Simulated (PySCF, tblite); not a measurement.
Isomers of C6H9F3O3, one GFN2-xTB conformer each. Single-point energies are computed at PBE0/pcSseg-1 (PySCF, gas phase, no added dispersion term), electronic only.

```csv
SMILES,GFN2-xTB relative energy (kcal/mol)
CO[C@@H](C)C(=O)OCC(F)(F)F,11.0
C[C@H](O)C(=O)OCCC(F)(F)F,0.0
```

Conformers: `[CH3:1][O:2][C@@H:3]([CH3:4])[C:5](=[O:6])[O:7][CH2:8][C:9]([F:10])([F:11])[F:12]` with C1–O2–C3–C4 172°, O2–C3–C5–O6 -17°, C3–C5–O7–C8 -179°, C5–O7–C8–C9 101°; `[CH3:1][C@H:2]([OH:3])[C:4](=[O:5])[O:6][CH2:7][CH2:8][C:9]([F:10])([F:11])[F:12]` with C1–C2–O3–H -92°, C1–C2–C4–O5 105°, C2–C4–O6–C7 177°, C4–O6–C7–C8 79°, O6–C7–C8–C9 173°.

What does PBE0/pcSseg-1 give for the same structures?

| SMILES | PBE0/pcSseg-1 E (Eh) | PBE0/pcSseg-1 (kcal/mol) | GFN2-xTB (kcal/mol) | point group |
| --- | --- | --- | --- | --- |
| C[C@H](O)C(=O)OCCC(F)(F)F | -758.42711 | 0.0 | 0.0 | C1 |
| CO[C@@H](C)C(=O)OCC(F)(F)F | -758.40319 | 15.0 | 11.0 | C1 |

Both levels put the same isomer lowest. As drawn, the lower has an O–H bond, which the higher lacks.

Which frontier levels, dipoles and rotational constants go with these structures?

```json
{"SMILES": "C[C@H](O)C(=O)OCCC(F)(F)F", "HOMO (eV, PBE0/pcSseg-1)": "-8.13", "LUMO (eV)": "-0.29", "dipole (D)": "2.10", "A, B, C (MHz)": "2452, 346.8, 332.3"}
{"SMILES": "CO[C@@H](C)C(=O)OCC(F)(F)F", "HOMO (eV, PBE0/pcSseg-1)": "-7.77", "LUMO (eV)": "-0.27", "dipole (D)": "1.91", "A, B, C (MHz)": "1801, 473.2, 438.6"}
```

What happens when harmonic zero-point energies from GFN2-xTB frequencies are added?

```json
{"SMILES": "C[C@H](O)C(=O)OCCC(F)(F)F", "ZPE (kcal/mol)": "94.6", "electronic (kcal/mol)": "0.0", "with ZPE (kcal/mol)": "0.0"}
{"SMILES": "CO[C@@H](C)C(=O)OCC(F)(F)F", "ZPE (kcal/mol)": "94.1", "electronic (kcal/mol)": "15.0", "with ZPE (kcal/mol)": "14.5"}
```

The zero-point energies span 0.5 kcal/mol. The order is unchanged.
